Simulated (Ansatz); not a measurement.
`CB[TeH]` + `[SiH3]N[SiH3]` → `CBN([SiH3])[SiH3]` + H₂Te  (ligand exchange at a B–Te bond)

Program: Ansatz. Geometries: PBE0-D4/def2-TZVP. ΔE: electronic, gas phase. CCSD(T)/CBS is the MP2 limit (def2-TZVPP, def2-QZVPP) plus CCSD(T) − MP2 in def2-TZVPP, frozen cores. This one scheme is used for every species. DFT in def2-TZVPP. HSE06 is defined as in plane-wave codes. def2 core potentials past Kr. For Te outer-core shells are correlated without core-valence functions, which leaves a few kJ/mol of doubt a bond. One conformer a species, not always the lowest.

```
             level  ΔE (kcal/mol)  difference from CCSD(T)/CBS
           PBE0-D4           -9.5                         -0.3
          HSE06-D4           -9.4                         -0.2
      CAM-B3LYP-D4          -12.0                         -2.8
               PBE           -7.9                          1.3
             HSE06           -8.5                          0.7
RPA@PBE/def2-TZVPP          -10.3                         -1.1
      MP2/def2-SVP          -12.9                         -3.7
  CCSD(T)/def2-SVP          -13.4                         -4.2
CCSD(T)/def2-TZVPP          -10.3                         -1.1
     HF/def2-QZVPP          -10.2                         -1.0
       CCSD(T)/CBS           -9.2                            0
```

Largest T1 diagnostic among the species: 0.013.

At CCSD(T), def2-SVP lies −4.2 kcal/mol from the extrapolated value and def2-TZVPP −1.2 kcal/mol. The D4 term adds −1.7 kcal/mol with B3LYP and −1.0 kcal/mol with PBE0; it sums over pairs of atoms, weighted by their polarisabilities, and B3LYP, whose exchange is more repulsive, gets the larger term.

B3LYP here is the variant with VWN-RPA as its local correlation; programs differ in this.
